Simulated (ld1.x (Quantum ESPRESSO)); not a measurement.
## What one change does to a pseudopotential (Ir (Z = 77), TM)

| Quantity | Value |
| --- | --- |
| Element | iridium (Ir) |
| Generator | ld1.x (Quantum ESPRESSO) 7.5 |
| Type | norm-conserving Troullier–Martins (Kleinman–Bylander form) |
| Functional | BLYP |
| Relativity | scalar-relativistic |
| Frozen core | [Xe] 4f14 |
| Valence charge | 9 |
| Reference configuration | 5d7 6s2 6p0 |
| Partial waves | 6s (bound): rc 2.00 bohr; 6p (bound, empty): rc 2.60 bohr; 5d (bound): rc 2.10 bohr |
| Local potential | all-electron potential smoothed inside 1.55 bohr (lloc = -1) |
| Core correction | Bessel-smoothed model core inside 1.55 bohr |

All-electron outer shells of the reference configuration (BLYP, scalar-relativistic, ld1.x):

```tsv
shell	level (eV)	outermost node (bohr)	outermost maximum (bohr)
4f	-62.00	–	0.39
5p	-54.55	0.54	1.01
5d	-7.00	0.59	1.31
6s	-6.26	1.17	2.38
6p	-1.21	1.39	3.56
```

Change: all radii but the core radius scaled by about 1.06 (s 2.12, p 2.74, d 2.22 bohr); local potential all-electron potential smoothed inside 1.64 bohr (lloc = -1).

Cutoffs: the cutoffs (Ry, on a coarse ladder) from which the occupation-weighted sum of valence levels, in a spherical-Bessel basis at the reference potential, stays within 10 and 1 mRy of its value at 400 Ry; they do not see the model core or the augmentation charge, which bear on the density cutoff. Errors are all-electron minus pseudo energies relative to the spin-unpolarised reference configuration.

Question: What does the change do?

Answer: The potential gets softer (40 Ry and 55 Ry → 35 Ry and 45 Ry); both files keep a bound ghost (p, s); of the 7 tests that both files solve, the error grows in 4 and shrinks in 0 by more than 15 % and 0.3 meV (median size 37.3 → 43.4 meV). A larger radius leaves more room for a smooth pseudo-wave, so fewer plane waves are needed. More of the atom is replaced by a form fitted at one configuration, so other configurations suffer.

```csv
quantity,base,changed
"cutoff, loose",40 Ry,35 Ry
"cutoff, tight",55 Ry,45 Ry
loose cutoff by channel (10 mRy a level),"s 15 Ry, d 30 Ry","s 8 Ry, d 35 Ry"
bound ghosts,"s, p","s, p"
"error for 5d7 6s1 6p0, meV [ΔE 9.85 eV]",-8.7,-10
"error for 5d7 6s0 6p0, meV [ΔE 27.39 eV]",-37,-43
"error for 5d6 6s0 6p0, meV [ΔE 57.84 eV]",-82,-91
"error for 5d7 6s1.5 6p0, meV [ΔE 4.01 eV]",-2.8,-3.1
"error for 5d7 6s1 6p1, meV [ΔE 5.28 eV]",-2.9,-4.0
"error for 5d8 6s1 6p0, meV [ΔE -0.25 eV]",-40,-52
"error for 5d8 6s0 6p0, meV [ΔE 8.75 eV]",-84,-105
```

 A true bound ghost makes a file unfit for plane-wave use even where its test errors are small: the radial tests pick states by their node count and pass the ghost by.
